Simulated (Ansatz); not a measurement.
Ansatz (an electronic-structure program) input (B3LYP-D3(BJ)/def2-TZVP):

Ansatz 0.2 input:
```yaml
crystal:
  periodic: [false, false, false]
  atoms:
    - {symbol: Se, position_ang: [0.04507892, -0.04738872, -0.67143418]}
    - {symbol: H, position_ang: [-0.04371263, 0.05772300, 0.69586978]}
basis:
  gaussian:
    orbitals: def2-TZVP
hamiltonian:
  xc: b3lyp
  dispersion: d3bj
total_charge: -1
relax: {f_tol: 0.002, max_steps: 150}
```

End of the output:

```
mean field -65368.03642785 eV, -2402.2310306769 hartree, gradient 8.5e-6 eV, S^2 0.000000; 0 other end points of the search recorded, 0 dependent functions left out
the calculation of the forces begins
reference -65368.03658581 eV, -2402.2310364818 hartree; 18, 18 occupied and 36, 36 virtual orbitals, 453 factors
relax step   5: F+E_penalty+E_count = -65368.05658493 eV  Δ(F+E_penalty+E_count) = -6.872e-6 eV  max|allowed force component| = 6.484e-6 eV/Å  Δτ_max = 0.0004 Å  (30 SCF iters, accepted)
integrals: 0.01 GiB planned
453 factors; their error is unknown
mean field: 0.12 GiB planned
mean field evaluation 64: about -65368.0364 eV, gradient 1.8e-5 eV
mean field -65368.03642785 eV, -2402.2310306769 hartree, gradient 8.5e-6 eV, S^2 0.000000; 1 other end points of the search recorded, 0 dependent functions left out
the calculation of the forces begins
reference -65368.03658581 eV, -2402.2310364818 hartree; 18, 18 occupied and 36, 36 virtual orbitals, 453 factors
Total energy: -65368.05674289 eV, -2402.2317772408 hartree
Atom 0 at     0.048442    -0.051370    -0.723220 Å, force     0.000000    -0.000000    -0.000006 eV/Å
Atom 1 at    -0.047076     0.061704     0.747655 Å, force    -0.000000     0.000000     0.000006 eV/Å
Dipole moment:    -0.002003     0.002371     0.030844 e Å
```
